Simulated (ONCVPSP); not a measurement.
# PBE ONCV dataset for Fe, scalar-relativistic all-electron reference.

Input for ONCVPSP 4.0.1:

```
# ATOM AND REFERENCE CONFIGURATION
# atsym  z   nc   nv     iexc    psfile
  Fe 26.00    3    4        4      upf
#
#   n    l    f
    1    0    2.00
    2    0    2.00
    2    1    6.00
    3    0    2.00
    3    1    6.00
    3    2    7.00
    4    0    1.00
#
# PSEUDOPOTENTIAL AND OPTIMIZATION
# lmax
    2
#
#   l,   rc,      ep,       ncon, nbas, qcut
    0    1.30    0.00    3    7    7.40
    1    0.95    0.00    3    8    8.00
    2    0.95    0.00    5   10   16.10
#
# LOCAL POTENTIAL
# lloc, lpopt,  rc(5),   dvloc0
    2    5    0.95    0.00
#
# VANDERBILT-KLEINMAN-BYLANDER PROJECTORs
# l, nproj, debl
    0    2    3.80
    1    2    0.40
    2    0    0.80
#
# MODEL CORE CHARGE
# icmod, fcfact, rcfact
    3    1.75    1.80
#
# LOG DERIVATIVE ANALYSIS
# epsh1, epsh2, depsh
   -5.00    5.00    0.04
#
# OUTPUT GRID
# rlmax, drl
    6.00    0.01
#
# TEST CONFIGURATIONS
# ncnf
    4
# nvcnf
#   n    l    f
    4
    3    0    2.00
    3    1    6.00
    3    2    6.00
    4    0    2.00
#
    4
    3    0    2.00
    3    1    6.00
    3    2    6.00
    4    0    1.00
#
    4
    3    0    2.00
    3    1    6.00
    3    2    6.00
    4    0    0.00
#
    5
    3    0    2.00
    3    1    6.00
    3    2    5.00
    4    0    2.00
    4    1    1.00
#
```

Command:

```bash
oncvpsp.x < Fe.dat > Fe.out
```

The program printed (shortened: citation, most of the input echo, consistency checks and plot data are left out):

```
ONCVPSP  (Optimized Norm-Conservinng Vanderbilt PSeudopotential)
scalar-relativistic version 4.0.1

#   n    l    f        energy (Ha)
    1    0    2.00    -2.5704207E+02
    2    0    2.00    -2.9939192E+01
    2    1    6.00    -2.5484568E+01
    3    0    2.00    -3.2883528E+00
    3    1    6.00    -2.0449096E+00
    3    2    7.00    -1.4018353E-01
    4    0    1.00    -1.5638013E-01

Reference configufation results
  iterations    37
  all-electron total energy (Ha)   -1.27247886D+03

Begin loop to  construct optimized pseudo wave functions
and semi-local pseudopoentials for all angular momenta

Calculating optimized projector #   1

 for l=   0

    Fraction of norm inside rc  0.930237
    Optimizing pswf for qcut=   7.40 a_B^-1,  ecut=  27.41 Ha
    Residual kinetic energy error=  4.79D-05 Ha

    Energy error per electron        Cutoff
         Ha          eV             Ha
         0.01000     0.27211        8.86
         0.00100     0.02721       18.43
         0.00010     0.00272       25.30
         0.00001     0.00027       85.18

Calculating optimized projector #   2

 for l=   0

    Fraction of norm inside rc  0.030317
    Optimizing pswf for qcut=   7.40 a_B^-1,  ecut=  27.41 Ha
    Residual kinetic energy error=  2.70D-05 Ha

    Energy error per electron        Cutoff
         Ha          eV             Ha
         0.01000     0.27211        6.47
         0.00100     0.02721       10.06
         0.00010     0.00272       23.52
         0.00001     0.00027       41.02

WARNING wellstate: negative energy specified for n= 4 l=  1
WARNING scattering state with energy  0.25000000
WARNING will be used for the first projector

   Wellstate for l =  1  n =  4
     eigenvalue =   0.2500
     asymptotic potential =   0.7500
     half-point radius =  3.6842

Calculating optimized projector #   1

 for l=   1

    Fraction of norm inside rc  0.652225
    Optimizing pswf for qcut=   8.01 a_B^-1,  ecut=  32.08 Ha
    Residual kinetic energy error=  6.22D-04 Ha

    Energy error per electron        Cutoff
         Ha          eV             Ha
         0.01000     0.27211       24.59
         0.00100     0.02721       30.90
         0.00010     0.00272       51.84
         0.00001     0.00027      134.26

Calculating optimized projector #   2

 for l=   1

    Fraction of norm inside rc  0.042390
    Optimizing pswf for qcut=   8.01 a_B^-1,  ecut=  32.08 Ha
    Residual kinetic energy error=  1.13D-04 Ha

    Energy error per electron        Cutoff
         Ha          eV             Ha
         0.01000     0.27211       18.89
         0.00100     0.02721       26.08
         0.00010     0.00272       32.39
         0.00001     0.00027       57.81

Calculating optimized projector #   1

 for l=   2

    Fraction of norm inside rc  0.435889
    Optimizing pswf for qcut=  16.11 a_B^-1,  ecut= 129.72 Ha
    Residual kinetic energy error=  2.78D-05 Ha

    Energy error per electron        Cutoff
         Ha          eV             Ha
         0.01000     0.27211       82.55
         0.00100     0.02721      101.40
         0.00010     0.00272      116.88
         0.00001     0.00027      649.82

Construct Vanderbilt / Kleinmman-Bylander projectors

B matrix Hermiticity error, ll=   0
   1   2    2.6372E-04

  Orthonormal projector coefficients  2.4722E+01  2.4894E+00

B matrix Hermiticity error, ll=   1
   1   2    2.4281E-04

  Orthonormal projector coefficients  2.4139E+01  7.1788E+00

Model core correction analysis
  based on d2Exc/dn_idn_j

d2excae - all-electron derivatives

   -4.245077D-02   -3.907776D-02   -2.565160D-02   -1.686002D-03
   -3.907802D-02   -3.720505D-02   -2.540740D-02   -2.058244D-03
   -2.565206D-02   -2.540767D-02   -2.281331D-02   -8.555854D-03
   -1.685774D-03   -2.057717D-03   -8.552872D-03   -3.377891D-02

d2excps - pseudofunction derivatives with no core correction

   -5.065821D-02   -3.948844D-02   -2.806003D-02   -2.284328D-03
   -3.948963D-02   -3.834000D-02   -2.793539D-02   -2.059777D-03
   -2.806115D-02   -2.793564D-02   -2.436870D-02   -8.647236D-03
   -2.284311D-03   -2.059245D-03   -8.644257D-03   -3.381270D-02

rms 2nd derivative error    2.456205E-03

rmatch, rhocmatch    0.4046   48.9648

Teter function model core charge with specified parameters

d2excps - pseudofunction derivatives with core correction

   -3.847670D-02   -3.543885D-02   -2.534633D-02   -1.596214D-03
   -3.543877D-02   -3.562549D-02   -2.581542D-02   -1.847079D-03
   -2.534651D-02   -2.581565D-02   -2.266632D-02   -8.509829D-03
   -1.595963D-03   -1.846538D-03   -8.506845D-03   -3.377369D-02

rms 2nd derivative error    1.684946E-03

Pseudoatom total energy -124.487808

Diagnostic tests using Vanderbilt-Kleinman-Bylander pseudopotentials
  1 or more projectors used as specified by nproj input data

   l    rcore       rmatch      e in        delta e   norm test  slope test

   0   1.3068953   1.3465755  -3.2883528   0.0000424   1.0001911   1.0001915
   0   1.3068953   1.3465755  -0.1563801   0.0000054   1.0000596   1.0000391

   1   0.9518046   0.9807035  -2.0449096  -0.0000100   1.0001523   1.0002188
   1   0.9518046   0.9807035   0.2500000   0.0000356   1.0004088   1.0004088

   2   0.9518046   0.9807035  -0.1401835   0.0000132   1.0000107   0.9999907

 Testing for bound ghosts
   n   l    E NL Schr. Eq   E Basis Diag.   E Cutoff

   1   0       -3.288310       -3.288248    111.14
   2   0       -0.156375        0.025090    111.14

   2   1       -2.044920       -2.042359    333.63

 Testing for highly-localized positive-energy ghosts
       l    <radius>/rc     E Basis Diag.   E Cutoff

       0        0.438388        5.366144    111.14  WARNING - GHOST(+)

Test configuration 0

   n   l     f        eae           eps        diff
   1   0  2.0000 -257.04207203
   2   0  2.0000  -29.93919209
   2   1  6.0000  -25.48456793
   3   0  2.0000   -3.28835283   -3.28831040    4.24D-05
   3   1  6.0000   -2.04490964   -2.04491963   -9.99D-06
   3   2  7.0000   -0.14018353   -0.14017036    1.32D-05
   4   0  1.0000   -0.15638013   -0.15637473    5.40D-06

    Total energies and differences
      AE_ref= -1.27247886D+03  AE_tst= -1.27247886D+03  dif=  0.00D+00
      PS_ref= -1.24487808D+02  PS_tst= -1.24487808D+02  dif=  2.27D-13
      PSP excitation error= -2.27D-13

Test configuration 1

   n   l     f        eae           eps        diff
   1   0  2.0000 -257.20572988
   2   0  2.0000  -30.12438750
   2   1  6.0000  -25.66770032
   3   0  2.0000   -3.45509099   -3.45613498   -1.04D-03
   3   1  6.0000   -2.20653441   -2.20704152   -5.07D-04
   3   2  6.0000   -0.27580115   -0.27568108    1.20D-04
   4   0  2.0000   -0.19448241   -0.19451998   -3.76D-05

    Total energies and differences
      AE_ref= -1.27247886D+03  AE_tst= -1.27244976D+03  dif=  2.91D-02
      PS_ref= -1.24487808D+02  PS_tst= -1.24458825D+02  dif=  2.90D-02
      PSP excitation error=  1.16D-04

Test configuration 2

   n   l     f        eae           eps        diff
   1   0  2.0000 -257.52143923
   2   0  2.0000  -30.43309633
   2   1  6.0000  -25.97699549
   3   0  2.0000   -3.76841372   -3.76930842   -8.95D-04
   3   1  6.0000   -2.52035344   -2.52078187   -4.28D-04
   3   2  6.0000   -0.58637748   -0.58634185    3.56D-05
   4   0  1.0000   -0.45307640   -0.45311522   -3.88D-05

    Total energies and differences
      AE_ref= -1.27247886D+03  AE_tst= -1.27212896D+03  dif=  3.50D-01
      PS_ref= -1.24487808D+02  PS_tst= -1.24137954D+02  dif=  3.50D-01
      PSP excitation error=  4.45D-05

Test configuration 3

   n   l     f        eae           eps        diff
   1   0  2.0000 -257.89188151
   2   0  2.0000  -30.79313517
   2   1  6.0000  -26.33789794
   3   0  2.0000   -4.13325749   -4.13415495   -8.97D-04
   3   1  6.0000   -2.88533696   -2.88571063   -3.74D-04
   3   2  6.0000   -0.94508788   -0.94522122   -1.33D-04

    Total energies and differences
      AE_ref= -1.27247886D+03  AE_tst= -1.27153351D+03  dif=  9.45D-01
      PS_ref= -1.24487808D+02  PS_tst= -1.23542416D+02  dif=  9.45D-01
      PSP excitation error= -4.35D-05

Test configuration 4

   n   l     f        eae           eps        diff
   1   0  2.0000 -257.49350840
   2   0  2.0000  -30.44077233
   2   1  6.0000  -25.98141294
   3   0  2.0000   -3.73500298   -3.73845698   -3.45D-03
   3   1  6.0000   -2.47907005   -2.47995822   -8.88D-04
   3   2  5.0000   -0.51833281   -0.51759136    7.41D-04
   4   0  2.0000   -0.27516960   -0.27528521   -1.16D-04
   4   1  1.0000   -0.09650826   -0.09649808    1.02D-05

    Total energies and differences
      AE_ref= -1.27247886D+03  AE_tst= -1.27212830D+03  dif=  3.51D-01
      PS_ref= -1.24487808D+02  PS_tst= -1.24137750D+02  dif=  3.50D-01
      PSP excitation error=  4.99D-04
```

The run took about 5.3 s on one core of a shared server CPU.
